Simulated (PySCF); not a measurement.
Excitations are Tamm–Dancoff values on a coarser integration grid. The basis has no diffuse functions, so Rydberg states are missing or too high.

Z-matrix (Å, degrees):
```
C
C 1 1.3430
H 2 1.0919 1 122.27
H 1 1.0945 2 121.43 3 0.42
C 2 1.4607 3 119.20 1 176.46
N 5 1.2844 2 125.94 3 173.43
H 5 1.1014 6 116.75 2 -178.80
C 6 1.4079 5 118.01 7 178.07
O 8 1.2036 6 120.63 5 -158.64
C 1 1.4879 4 119.03 2 -178.14
H 10 1.1008 1 112.69 4 -42.24
H 10 1.1092 11 104.86 8 114.52
```
Charge 0, multiplicity 1.

**Question.** What S1–T1 gap (TDA), T1 excitation (TDA) and brightest of the four lowest singlets (TDA) does PySCF with PBE0-D4/def2-TZVP // PBE0-D4/def2-SVP give?

**Answer.** 
The S1–T1 gap (TDA) is 0.43 eV and the T1 excitation (TDA) is 2.74 eV. The brightest of the four lowest singlets (TDA) is 5.02 eV.
